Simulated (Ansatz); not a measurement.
Al7N7H20, a nanocrystal cut from wurtzite AlN (hydrogen-capped). Total charge 0; triplet. Geometry PBE-D4/def2-SVP, that of the neutral singlet; atoms count from 1.

```xyz
34

Al    2.345   -1.546   -1.861
N     0.823   -0.894   -2.954
N     1.773   -0.960   -0.065
Al    1.707    0.959    0.011
Al   -0.642    0.031   -2.021
N     0.191    1.459   -1.049
N     1.180    1.392    1.863
Al   -1.141    2.501   -0.031
Al    0.178   -1.897    0.453
N    -1.216   -1.171   -0.643
N    -0.238   -1.256    2.273
Al   -0.507    0.662    2.525
Al   -2.689   -0.391    0.416
N    -1.798    1.152    1.226
H     3.639   -0.705   -2.310
H     2.316   -3.152   -1.931
H     1.187   -0.271   -3.693
H     0.427   -1.690   -3.480
H     2.551   -1.283    0.537
H     3.070    1.720   -0.324
H    -1.736    0.449   -3.106
H     0.532    2.148   -1.743
H     1.964    1.227    2.512
H     1.049    2.423    1.856
H    -0.293    3.595    0.838
H    -2.298    3.045   -0.997
H     0.280   -3.490    0.485
H    -1.676   -1.976   -1.105
H     0.420   -1.657    2.959
H    -1.155   -1.693    2.494
H    -0.781    1.046    4.051
H    -3.906    0.040   -0.533
H    -2.996   -1.455    1.618
H    -2.560    1.638    1.733
```

Single mean-field runs in def2-TZVP are fitted with def2-universal-jkfit. At PBE0-D4/def2-TZVP a singlet of charge 0 lies 6.13 eV below the triplet at the same geometry.

(1) Estimate the Mulliken populations of the heavy atoms from the PBE0/def2-TZVP orbitals of Ansatz.

(2) Where does the spin sit?

(3) And the Mayer bond orders between heavy atoms (over 0.3)?

Answers

(1) 
```json
{"atom": "Al1", "charge (e)": "0.19", "spin (α − β)": "0.00"}
{"atom": "N2", "charge (e)": "-0.53", "spin (α − β)": "0.00"}
{"atom": "N3", "charge (e)": "-0.43", "spin (α − β)": "0.00"}
{"atom": "Al4", "charge (e)": "0.30", "spin (α − β)": "0.00"}
{"atom": "Al5", "charge (e)": "0.28", "spin (α − β)": "0.02"}
{"atom": "N6", "charge (e)": "-0.44", "spin (α − β)": "0.00"}
{"atom": "N7", "charge (e)": "-0.50", "spin (α − β)": "0.00"}
{"atom": "Al8", "charge (e)": "0.17", "spin (α − β)": "0.06"}
{"atom": "Al9", "charge (e)": "0.23", "spin (α − β)": "0.08"}
{"atom": "N10", "charge (e)": "-0.30", "spin (α − β)": "-0.04"}
{"atom": "N11", "charge (e)": "-0.50", "spin (α − β)": "0.01"}
{"atom": "Al12", "charge (e)": "0.27", "spin (α − β)": "0.09"}
{"atom": "Al13", "charge (e)": "-0.52", "spin (α − β)": "1.16"}
{"atom": "N14", "charge (e)": "-0.29", "spin (α − β)": "-0.04"}
```
Mulliken values depend strongly on the basis.

(2) Summed by element: Al 1.41, N -0.07, H 0.67, of 2 unpaired in all. Largest on single atoms: Al13 1.16, H33 0.37, H32 0.30.

(3) Al1–N2 0.69 (1.98 Å); Al1–N3 0.73 (1.97 Å); N2–Al5 0.78 (1.97 Å); N3–Al4 0.84 (1.92 Å); N3–Al9 0.84 (1.92 Å); Al4–N6 0.83 (1.92 Å); Al4–N7 0.75 (1.97 Å); Al5–N6 0.83 (1.92 Å); Al5–N10 0.82 (1.92 Å); N6–Al8 0.73 (1.97 Å); N7–Al12 0.75 (1.95 Å); Al8–N14 0.72 (1.96 Å); Al9–N10 0.79 (1.92 Å); Al9–N11 0.74 (1.97 Å); N10–Al13 0.53 (1.97 Å); N11–Al12 0.74 (1.95 Å); Al12–N14 0.82 (1.90 Å); Al13–N14 0.56 (1.96 Å).
